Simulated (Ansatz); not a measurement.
BBr3, SMILES BrB(Br)Br (connectivity only; charge and spin as stated), charge -1, multiplicity 2.

Geometry optimised at B3LYP-D3(BJ)/def2-SVPD. The multiplicity is an assumed one; no other spin state was optimised. The isomer is the one that the SMILES or the coordinates give; other isomers of the formula were not compared.

Two levels are set side by side: PBE/def2-SVPD (Ansatz, an electronic-structure program) and PBE0/def2-SVPD (Ansatz). Energy differences of separate SCF runs at the same geometry; the states with an electron removed or added have multiplicity 1. Differences are taken from unrounded values.

```
quantity                         PBE0   PBE  PBE minus PBE0
-------------------------------  ----  ----  --------------
vertical ionisation energy (eV)  2.17  1.97           -0.20
```
